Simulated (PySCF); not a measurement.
PBE0 beside CCSD(T) along the third period: bonds to Tl

PBE0 and CCSD(T) in PySCF with def2-SVPD on every atom (core potentials on Tl), for the lowest determinant that a PBE0 search found; no spin–orbit coupling.

```tsv
molecule	state (unpaired electrons)	PBE0 Re (Å)	PBE0 ωe (cm⁻¹)	PBE0 De (eV)	CCSD(T) Re (Å)	CCSD(T) ωe (cm⁻¹)	CCSD(T) De (eV)
NaTl	singlet (closed shell)	3.268	135	0.74	3.327	129	0.73
MgTl	doublet (π ↑)	3.035	143	0.42	3.113	122	0.27
AlTl	triplet (σ ↑, π ↑)	2.926	182	1.36	2.937	181	1.11
TlSi	quartet (σ ↑, π ↑↑)	2.687	232	2.25	2.718	227	1.95
TlP	triplet (π ↑↑)	2.736	237	1.90	2.777	224	1.42
TlS	doublet (π ↑)	2.633	264	3.05	?	?	?
TlCl	singlet (closed shell)	2.552	278	4.43	2.577	272	4.18
```

Problem. Estimate the CCSD(T) values of TlS by adding the mean shift from PBE0 to CCSD(T) of the other rows, and compare with the calculation.

Solution. The mean shifts are +4.1 pm, -9 cm⁻¹ and -0.24 eV, which give 2.674 Å, 255 cm⁻¹ and 2.81 eV. CCSD(T)/def2-SVPD gives Re = 2.661 Å, ωe = 257 cm⁻¹, De = 2.68 eV.

Problem. What are the mean differences of PBE0 from CCSD(T) over the whole series?

Solution. Re -3.9 pm, ωe +8 cm⁻¹, De +0.26 eV.

In a basis of this size CCSD(T) is itself not converged; it tends to give bonds that are too long and too weak.

Correlated steps freeze the inner cores (5 to 9 orbitals); shallow outer-core shells are correlated. Closed-shell solutions of metal pairs were not tested for spin polarisation, which can lower them a little. UHF and ROHF references stand side by side, which adds small steps between rows. Weak bonds: MgTl. Basis-set superposition, not corrected here, can be much of De in a small basis, most of all at correlated wavefunction levels. Functionals without a dispersion term scatter widely for such bonds, and LDA overbinds them. Spin–orbit coupling is left out, which matters for elements this heavy, above all for dissociation energies. Where the molecule has an RHF reference, its open-shell atoms are computed with UHF. States were picked by a PBE0 search and need not be the measured ground states.
